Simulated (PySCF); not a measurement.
PbBr2, SMILES [Pb]([Br])[Br] (connectivity only; charge and spin as stated), neutral, multiplicity 1.

The structure is a stationary point at B3LYP-D3(BJ)/def2-SVP. The isomer is the one that the SMILES or the coordinates give; other isomers of the formula were not compared. The def2 effective core potentials stand for the cores of Pb; spin–orbit coupling is left out.

All values below come from B3LYP-D3(BJ)/def2-SVP in PySCF 2.14.0.

Frequencies are harmonic and unscaled.

Problem. List the normal modes with their intensities. (An estimate is asked for; the answer gives what the named calculation found.)

Solution. 
```
mode  ν (cm⁻¹)  IR (km/mol)  Raman (Å⁴/amu)  depolarisation  moving atoms (share of kinetic energy)
----  --------  -----------  --------------  --------------  --------------------------------------
1           62          0.9             4.1            0.71                        Br 82 %, Pb 18 %
2          206         41.6             6.2            0.75                        Br 68 %, Pb 32 %
3          211         15.2            11.4            0.13                        Br 74 %, Pb 26 %
```
